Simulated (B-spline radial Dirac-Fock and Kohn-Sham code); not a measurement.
# Radiative decay of the 1s hole in Cr⁹⁺

System: the Cr⁹⁺ ion, 1s2 2s2 2p6 3s2 3p3.

Level of theory: independent-particle rates on relativistic LDA orbitals of the hole state (multipoles up to L = 3, Coulomb Auger matrix elements, transition energies from Dirac-Fock); a radial B-spline solver.

```
line  multipole  energy (eV)  width (meV)  share (%)
K-L2         E1            –         88.2       31.1
K-L3         E1       5420.0          173       61.1
K-M2         E1       5992.8         7.33       2.59
K-M3         E1       5994.2         14.6       5.15
```

The listed lines hold 100.0 % of the radiative rate. A dash stands for an energy that rests on an unreliable hole state. The radiative width is 0.283 eV in the length form and 0.293 eV in the velocity form; the two differ because the transition energies are not eigenvalue differences of the potential that gave the orbitals. Kα2/Kα1 is 0.509 and Kβ/Kα is 0.084.

Values without a named source are computed, but for edge energies of neutral atoms, which are taken from tables.
